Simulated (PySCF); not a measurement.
A mixed set of molecules. Computed with TDDFT B3LYP/def2-SVPD, vertical, gas phase, core orbitals frozen in the response (PySCF). Geometries: GFN2-xTB; one conformer of each isolated species. Triplets are in the Tamm–Dancoff approximation. 'Strongest' means the level of largest summed f among the lowest 8 singlets; it needn't be the same kind of state in each.

Question: Rank by computed energy of the strongest computed level, lowest first.
A. `CS/C=C/[SiH2]S[SiH3]`
B. `CCC[C@@H](C)Cl`
C. `C=CP(C)CSC`
D. `O=C[SiH]1C[SiH2]C1`
E. `C=CCPCSC`

Answer: C (4.61 eV), A (5.04 eV), D (5.87 eV), E (6.30 eV), B (7.63 eV).

| SMILES | strongest (eV) | LUMO (eV) | gap (eV) | f (strongest) | S1 (eV) | T1 (eV) | S1 mainly |
| --- | --- | --- | --- | --- | --- | --- | --- |
| C=CP(C)CSC | 4.61 | -0.66 | 5.33 | 0.05 | 4.61 | 4.12 | H→L (93%) |
| CS/C=C/[SiH2]S[SiH3] | 5.04 | -0.75 | 5.43 | 0.26 | 5.03 | 3.54 | H→L+1 (40%) |
| O=C[SiH]1C[SiH2]C1 | 5.87 | -1.94 | 4.75 | 0.12 | 3.11 | 2.46 | H→L (96%) |
| C=CCPCSC | 6.30 | -0.27 | 5.74 | 0.03 | 4.93 | 4.50 | H→L (65%) |
| CCC[C@@H](C)Cl | 7.63 | 0.44 | 8.44 | 0.04 | 7.22 | 6.61 | H→L+1 (82%) |

H and L stand for HOMO and LUMO.

- `C=CP(C)CSC`: Löwdin shares by element: HOMO sulfur 57%, carbon 19% or more, phosphorus 11%; LUMO carbon 63% or more, phosphorus 7%, sulfur 6% (atoms not listed hold the other 24%).
- `CS/C=C/[SiH2]S[SiH3]`: Löwdin shares by element: HOMO sulfur 48% or more, carbon 42%; LUMO carbon 61% or more, sulfur 13% or more, silicon 9% or more (atoms not listed hold the other 17%).
- `O=C[SiH]1C[SiH2]C1`: Löwdin shares by element: HOMO oxygen 48%, carbon 19% or more, silicon 11% or more, hydrogen 9% or more; LUMO carbon 36% or more, oxygen 32%, silicon 10% or more, hydrogen 5% or more (atoms not listed hold the other 17%).
- `C=CCPCSC`: Löwdin shares by element: HOMO sulfur 64%, carbon 19% or more, phosphorus 8%; LUMO carbon 60% or more, hydrogen 6% or more (atoms not listed hold the other 34%).
- `CCC[C@@H](C)Cl`: Löwdin shares by element: HOMO chlorine 72%, carbon 16% or more; LUMO carbon 31% or more, chlorine 10% (atoms not listed hold the other 59%).
